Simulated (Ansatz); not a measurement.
Program: Ansatz. Geometries: PBE0-D4/def2-TZVP. ΔE: electronic, gas phase. CCSD(T)/CBS is the MP2 limit (def2-TZVPP, def2-QZVPP) plus CCSD(T) − MP2 in def2-TZVPP, frozen cores. This one scheme is used for every species. One conformer a species, not always the lowest.

Consider the ligand exchange at the Al–O bond: `[NH2][AlH][O][SiH2][SiH3]` + `[SiH3]N[SiH3]` → `[NH2][AlH][N]([SiH3])[SiH3]` + `O[SiH2][SiH3]`.

```
                      species  CCSD(T)/CBS(def2) energy (Eh)
  `[NH2][AlH][O][SiH2][SiH3]`                     -954.99409
              `[SiH3]N[SiH3]`                     -637.10515
`[NH2][AlH][N]([SiH3])[SiH3]`                     -935.10860
              `O[SiH2][SiH3]`                     -656.96789
```

(1) Work out ΔE.

Largest T1 diagnostic among the species: 0.012.

## Answers

(1) ΔE = (-935.10860) + (-656.96789) − (-954.99409) − (-637.10515) = 0.02275 Eh = +59.7 kJ/mol.

The D4 term adds −5.0 kJ/mol with B3LYP and −2.4 kJ/mol with PBE0; it sums over pairs of atoms, weighted by their polarisabilities, and B3LYP, whose exchange is more repulsive, gets the larger term. In def2-TZVPP, CCSD(T) changes the Hartree–Fock value by −20.1 kJ/mol (the triples alone add −3.7 kJ/mol) and MP2 by −20.6 kJ/mol.

B3LYP here is the variant with VWN-RPA as its local correlation; programs differ in this.
